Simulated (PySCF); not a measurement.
NbNBr2: from structure and modes to constants

Computed with PBE0/[Nb def2-SVP with ECP28, N def2-SVP, Br def2-SVP], scalar-relativistic core potentials, density fitting, no spin–orbit coupling, PySCF.

The singlet minimum has Cs symmetry. Masses (u): Nb 92.90638, N 14.00307, Br 78.91834.

```xyz
4
charge 0 multiplicity 1, angstrom
Nb    0.0000    0.3687    0.5925
N     0.0000   -0.3712    2.0555
Br    2.1248   -0.1820   -0.5287
Br   -2.1248   -0.1820   -0.5287
```

Harmonic wavenumbers (cm⁻¹): 51.7 (a', ×1), 145.2 (a', ×1), 213.1 (a'', ×1), 264.5 (a', ×1), 341.8 (a'', ×1), 1159.0 (a', ×1).

Question: What is the harmonic zero-point energy?

Answer: Half the sum of all 6 wavenumbers, 2175/2 = 1088 cm⁻¹, which is 13.0 kJ/mol (1 cm⁻¹ = 0.0119627 kJ/mol).

Question: Give the standard entropy (298.15 K, 1 bar) by its translational, rotational, vibrational and spin parts, and Cp.

Answer: Sackur–Tetrode with M = 264.75 u gives 178.4; rotation with symmetry number 1 gives 125.0; vibration 51.8; spin R ln 1 = 0.0. The total is 355.2 J/(mol K), and Cp = 4 R + 38.8 = 72.0 J/(mol K).

Stability towards spin polarisation was not tested. This need not be the most stable arrangement of these atoms.
